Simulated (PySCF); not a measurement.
(H2Ga-mu-SH)2.
Geometry (PBE0-D3(BJ)/def2-SVP, Å), atoms numbered from 1 in this order:
```
atom  x, y, z in Å
Ga1    1.3497   -0.2845    0.9431
H2     2.4026    0.8641    0.9927
H3     1.3472   -1.6818    1.6419
S4     0.8951   -0.6283   -1.4044
Ga5   -1.0076    0.8090   -1.0208
H6    -2.2999    0.0132   -1.3908
H7    -0.5443    2.2310   -1.4610
S8    -0.7787    0.7708    1.3839
H9     0.2301   -1.7956   -1.2568
H10   -1.4694   -0.3747    1.5766
```

Computed, not measured: PBE0-D3(BJ)/def2-SVP geometry optimisation, gas phase (PySCF 2.14.0).

**Question.** Which atoms are bound to Ga1, and at what distances?

**Answer.** 4 atoms: H2 1.559 Å, H3 1.562 Å, S4 2.416 Å, S8 2.416 Å. The nearest atom not counted as bound is H10, at 2.89 Å (others tie with it).

**Question.** List the angles at Ga1.

**Answer.** 
| angle | degrees | distance of the outer atoms (Å) |
| --- | --- | --- |
| H2–Ga1–H3 | 130.2 | 2.83 |
| H3–Ga1–S8 | 107.9 | 3.26 |
| H3–Ga1–S4 | 107.9 | 3.25 |
| H2–Ga1–S8 | 105.5 | 3.21 |
| H2–Ga1–S4 | 105.2 | 3.20 |
| S4–Ga1–S8 | 94.2 | 3.54 |

**Question.** Describe the arrangement about Ga1 in numbers.

**Answer.** Angles from 94.2° to 130.2°; τ4 = (360° − α − β)/141° = 0.86 with α and β the two widest (0 for a square, 1 for a tetrahedron).

**Question.** What are the other bond lengths?

**Answer.** S4–H9, S8–H10 1.351 Å.

**Question.** Give some angles away from the centre.

**Answer.** Ga1–S4–Ga5 84.8°.

**Question.** What are the rotational constants (commonest isotopes, rigid rotor)?

**Answer.** A = 2281, B = 1259, C = 851.3 MHz: an asymmetric top.

Point group: C2v (every atom within 0.08 Å of its image). Charge 0, singlet. Whether it is a minimum is left open (no frequencies).

One conformer stands for the species.
